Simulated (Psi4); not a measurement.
# SiSbH3F2 (SMILES [F][Sb]([F])[SiH3]): name the method

SiSbH3F2 has 7 atoms, charge 0, and is taken as a singlet. As SMILES, `[F][Sb]([F])[SiH3]`. Geometry: optimised at PBE0/def2-TZVP.

```xyz
7

F    -0.0009   -1.5361    1.8652
Sb    1.0687   -0.0270    1.3796
F     2.2007   -0.9952    0.1802
Si   -0.5686    0.6275   -0.5502
H     0.0757    1.6557   -1.4102
H    -1.8137    1.1924    0.0350
H    -0.8646   -0.5987   -1.3304
```

Orbital energies are those of the mean-field step.

A calculation with Psi4 1.11 gave:

```yaml
total_energy: -731.3806 Eh
dipole_moment: 3.06 D
HOMO_energy: -6.57 eV
LUMO_energy: -2.43 eV
HOMO–LUMO_gap: 4.15 eV
```

Question: Which of these levels gave the numbers?
A. B3LYP-D4/def2-TZVPP (density fitting, core potential)
B. PBE0-D4/def2-TZVP (density fitting, core potential)
C. CCSD(T)/def2-TZVPP (density fitting, core potential, density fitting for correlation)
D. r2SCAN-D4/def2-TZVPP (density fitting, core potential)

Answer: D. The others give -729.9835 Eh (CCSD(T)/def2-TZVPP (density fitting, core potential, density fitting for correlation)), -731.0867 Eh (PBE0-D4/def2-TZVP (density fitting, core potential)), -731.5100 Eh (B3LYP-D4/def2-TZVPP (density fitting, core potential)).
